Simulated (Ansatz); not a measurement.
Gas-phase electronic energies from Ansatz, PBE0-D4/def2-TZVP geometries. CCSD(T)/CBS is the MP2 limit (def2-TZVPP, def2-QZVPP) plus CCSD(T) − MP2 in def2-TZVPP, frozen cores. Functionals use def2-TZVPP. For Ge outer-core shells are correlated without core-valence functions, which leaves a few kJ/mol of doubt a bond. Scalar relativity is left out up to krypton. One conformer a species, not always the lowest.

`N[SiH2][S][AlH2]` + `[CH3][GeH2][CH3]` → `[CH3][GeH2][CH2][AlH2]` + `N[SiH2]S`  (formal exchange of groups at the Al–S bond)

`N[SiH2][S][AlH2]`:

Cartesian coordinates in Å:
```
N 0.345 -1.327 -1.086
Si 1.014 0.200 -0.709
S -0.364 1.793 -0.237
Al -1.280 0.887 1.512
H 0.041 -1.936 -0.343
H -0.210 -1.456 -1.917
H 1.920 -0.004 0.445
H 1.739 0.705 -1.898
H -2.429 1.678 2.252
H -0.775 -0.541 1.982
```

`[CH3][GeH2][CH3]`:

```xyz
11

C    -1.179   -1.001    0.558
Ge    0.022   -0.174   -0.743
C     1.159    1.160    0.122
H    -1.815   -1.746    0.079
H    -1.818   -0.245    1.016
H    -0.604   -1.492    1.345
H    -0.807    0.498   -1.859
H     0.904   -1.260   -1.396
H     0.547    1.941    0.576
H     1.761    0.694    0.904
H     1.830    1.624   -0.601
```

`[CH3][GeH2][CH2][AlH2]`:

Cartesian coordinates in Å:
```
C -0.985 1.801 0.435
Ge -0.730 0.061 -0.400
C 0.141 -1.288 0.710
Al 1.708 -1.231 -0.467
H -1.298 2.542 -0.301
H -1.748 1.726 1.211
H -0.050 2.128 0.891
H 0.398 0.257 -1.521
H -1.957 -0.432 -1.182
H 0.280 -0.918 1.726
H -0.428 -2.217 0.723
H 1.810 -2.245 -1.683
H 2.858 -0.183 -0.143
```

`N[SiH2]S`:

```xyz
8

N     0.492    1.167    0.665
Si   -0.443   -0.016   -0.133
S     0.596   -1.895   -0.250
H     0.333    1.371    1.637
H     1.432    1.386    0.382
H    -0.754    0.362   -1.535
H    -1.695   -0.132    0.656
H     0.039   -2.244   -1.422
```

CCSD(T)/CBS gives +123.5 kJ/mol.

Question: Another level gave +123.4 kJ/mol. Which?
A. r2SCAN/def2-TZVPP
B. PBE/def2-TZVPP
C. HF/def2-TZVPP
D. B2PLYP/def2-TZVPP

Answer: A. r2SCAN 123.4, HF/def2-TZVPP 139.4, B2PLYP 127.5, PBE 118.9 kJ/mol.

Largest T1 diagnostic among the species: 0.011.

In def2-TZVPP, CCSD(T) changes the Hartree–Fock value by −16.2 kJ/mol (the triples alone add −1.2 kJ/mol) and MP2 by −12.4 kJ/mol.
